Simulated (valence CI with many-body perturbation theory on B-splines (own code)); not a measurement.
**Hyperfine factors and g values of Ta34+**

Computed by configuration interaction combined with many-body perturbation theory (CI+MBPT): three valence electrons over a frozen Dirac-Fock core [Kr], radial functions for each j: 9 s, 9 p, 10 d, 8 f, 5 g, 3 h, 1 i, with the one-electron correlation potential Σ1 (screened to all orders), the two-electron term Σ2, the three-electron term Σ3, Breit, model QED; selected single and double excitations, second order for the rest (own B-spline code, finite nucleus).

No measured spectrum was set against this ion. As an estimate, large intervals hold to a few tenths of a per cent, small ones and those within an open d or f shell to about a per cent. Only levels of the ground parity were solved; by the run's estimate the other parity begins above the list, which can be wrong where configurations are misplaced.

A/g_I is the dipole constant over the nuclear g factor μ/I (μ in nuclear magnetons, uniformly magnetised nucleus), B/Q the quadrupole constant per barn. Both hold the static response of the core; the bare values leave it out. Large factors of s and p1/2 electrons are usually good to 5 to 10 %; those of open d and f shells near neutrality can be off by tens of per cent, and small factors of p3/2, d and f electrons come from cancelling terms and can be off by a factor of two or in sign, in half-filled shells by more. B is blank for J = 1/2, where it vanishes, and for nearly pure S terms. Energies count from the lowest level.

Levels are named by their leading jj configuration (3d3/2^4 stands for four electrons in 3d with j = 3/2), which in mixed levels can hold well under half, so a name can repeat and another be missing. Letters in brackets count levels of one name in rising energy.

```tsv
Level	E (cm⁻¹)	g	A/g_I (MHz)	A/g_I bare	B/Q (MHz/b)	B/Q bare
(4d3/2^3) J=3/2	0	0.682	25500	24500	-14800	-14300
(4d3/2^2 4d5/2) J=5/2 [a]	111320	1.052	14200	14000	-7940	-7690
(4d3/2^2 4d5/2) J=3/2	130640	1.210	11000	11200	-3970	-3820
(4d3/2^2 4d5/2) J=7/2	141090	1.060	15100	15000	4870	4660
(4d3/2^2 4d5/2) J=9/2	144260	1.054	15800	15600	17100	16400
(4d3/2^2 4d5/2) J=1/2	145960	1.870	-12500	-10700		
(4d3/2^2 4d5/2) J=5/2 [b]	207500	1.314	8090	8540	24100	23200
(4d3/2 4d5/2^2) J=7/2 [a]	251470	1.099	11800	11700	-428	-424
(4d3/2 4d5/2^2) J=9/2	264410	1.139	11900	12000	5500	5240
(4d3/2 4d5/2^2) J=3/2 [a]	278040	1.132	13300	13300	-15800	-15200
(4d3/2 4d5/2^2) J=1/2	286640	1.460	-4840	-3960		
(4d3/2 4d5/2^2) J=5/2 [a]	293980	1.236	4830	5150	21800	20900
(4d3/2 4d5/2^2) J=11/2	294120	1.087	13600	13500	33700	32400
(4d3/2 4d5/2^2) J=5/2 [b]	314610	1.106	14200	14200	-7480	-7200
(4d3/2 4d5/2^2) J=7/2 [b]	320100	1.100	13900	13800	6950	6730
(4d3/2 4d5/2^2) J=3/2 [b]	372440	0.957	20900	20500	18600	17900
(4d5/2^3) J=9/2	402620	1.150	9840	9930	3690	3560
(4d5/2^3) J=3/2	445060	1.066	11900	11800	4190	4020
(4d5/2^3) J=5/2	475440	1.161	9840	9950	3590	3460
```

Problem. Take the isotope of mass number 181, with I = 7/2, μ = 2.365 μN and Q = 3.17 b. What is the hyperfine structure of (4d3/2^2 4d5/2) J=5/2 [a]?

Solution. From the table A = 9580 MHz, B = -25200 MHz. Shifts from the centre of gravity in MHz: F = 1: -121000, F = 2: -94900, F = 3: -58100, F = 4: -14000, F = 5: 33000, F = 6: 77500.
